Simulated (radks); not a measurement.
Results of a calculation; reference values are marked as such.
Valence configurations of Si III (all share [Ne]). Level of theory: scalar-relativistic Kohn-Sham, LDA (Slater exchange, Perdew-Wang correlation), spin-polarised, spherical densities, point nucleus; open shells are filled with parallel spins first (a radial shooting solver on a logarithmic mesh with Libxc functionals). Energies are relative to 3s2; eigenvalues in eV for spin up.

valence      E (eV)  moment (Bohr magnetons)    e(3p)    e(3s)
3s2           0.000                        0        -  -28.659
3s1 3p1       6.644                        2  -22.178  -30.333
3s1.5 3p0.5   3.682                        1  -21.500  -29.584
3p2          14.818                        2  -22.729        -

NIST lists [Ne] 3s2 as the ground configuration; this level of theory agrees among the configurations tried. The energies are those of spherical high-spin densities, not of single terms.
